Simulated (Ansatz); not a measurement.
Frontier orbitals of `O[Si]([SiH3])(S)Cl`.

Total charge 0; spin multiplicity 1. All single points use the PBE0-D4/def2-TZVP geometry. It is one conformer, not always the lowest. Basis def2-TZVPP, Ansatz.

```tsv
functional	HOMO (eV)	LUMO (eV)	gap (eV)
PBE	-6.48	-1.39	5.09
r2SCAN	-6.76	-1.12	5.64
PBE0	-7.67	-0.51	7.16
B3LYP	-7.43	-0.70	6.73
r2SCANh	-7.20	-0.81	6.39
ωB97M-V	-9.76	1.33	11.09
HF	-10.38	2.81	13.19
```

From PBE to PBE0 the HOMO moves by −1.19 eV and the LUMO by +0.87 eV, and with ωB97M-V by −3.29 and +2.72 eV, so the gap grows from 5.09 to 11.09 eV with exact exchange. A positive LUMO is unbound and depends on the basis.

B3LYP here is the variant with VWN-RPA as its local correlation; programs differ in this.
